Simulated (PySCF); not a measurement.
## Dipole moment and polarisability of `OB(O)[SiH2]c1ccccn1`

Species: C₅H₈BNO₂Si.
Geometry (PBE0-D3(BJ)/def2-SVP, Å), atoms numbered from 1 in this order:
```xyz
18
C5H8BNO2Si angstrom
O      2.4319   -0.6859    0.9709
B      2.6455   -0.3531   -0.3315
O      3.8215    0.1379   -0.8089
Si     1.0978   -0.6379   -1.6157
C     -0.5020   -0.0835   -0.7609
C     -1.7009   -0.8076   -0.7714
C     -2.8113   -0.2941   -0.1047
C     -2.6909    0.9281    0.5492
C     -1.4580    1.5817    0.5039
N     -0.3945    1.0966   -0.1261
H      3.1712   -0.5092    1.5653
H      4.5138    0.2535   -0.1466
H      0.9529   -2.0801   -2.0096
H      1.2666    0.1456   -2.8808
H     -1.7587   -1.7643   -1.2962
H     -3.7578   -0.8414   -0.0949
H     -3.5321    1.3707    1.0873
H     -1.3287    2.5471    1.0077
```

Level: PBE0/def2-SVPD (PySCF), static field, nuclei fixed, core orbitals frozen in the response. The polarisability tensor in these axes (au):

```
x   141.96  -1.39 -11.84
y    -1.39 102.46  16.15
z   -11.84  16.15  99.56
```

Diagonalise the tensor; give its mean and Δα, where Δα² is half the sum of the squared differences of the eigenvalues.

Principal values 83.70, 114.47 and 145.80 au; mean 114.66 au = 16.99 Å³ = 18.90 × 10⁻⁴⁰ C²·m²/J; Δα = 53.78 au (47 % of the mean).

What is the dipole moment, and where does it point?

(0.26, -0.32, 2.35) D, 2.39 D in size, pointing from the negative to the positive side. Measured along this direction, the outermost atoms are H14 at the negative end and H11 at the positive end.

Give the eigenvalues of the traceless quadrupole moment Θ = ½Σq(3rr − r²1), origin at the centre of nuclear charge.

-16.64, -6.94, 23.57 D·Å. The values depend on the origin, since the dipole doesn't vanish. The electronic extent ⟨r²⟩ about the same centre is 2014 bohr², a root-mean-square distance of 2.66 Å for the 80 electrons.

Rayleigh depolarisation ratio (linearly polarised light, static tensor)?

ρ = 3Δα²/(45ᾱ² + 4Δα²) = 8677.7/(591600 + 11570.3) = 0.0144.

What molar refraction does this α imply?

Lorentz–Lorenz: R = (4π/3)N_A α = 2.5225 cm³/(mol·Å³) × 16.99 Å³ = 42.9 cm³/mol, in the limit of long wavelengths.

How large is μ²/3kT at 273 K beside α?

In Gaussian units μ²/3kT = 50.48 Å³ against 16.99 Å³, a ratio of 2.97; the Debye molar polarisation (4π/3)N_A(α + μ²/3kT) is 170.2 cm³/mol, leaving out the vibrational part.

Find the Langevin capture rate constant for H3O+ (19.018 u) meeting this molecule (153.042 u), k = 2.342 × 10⁻⁹ cm³/s × √(α in Å³ / reduced mass in u).

The reduced mass is 16.92 u, so k = 2.35 × 10⁻⁹ cm³/s. The formula leaves out the permanent dipole, which adds to the capture rate.

Isolated species at its PBE0-D3(BJ)/def2-SVP geometry (one conformer only).

The run behind these numbers computed excited states and ΔSCF ions as well. The run took 7.0 min wall on Arm Neoverse V1, one thread, no GPU, on a shared host, and the process peaked at 1.1 GiB of memory.
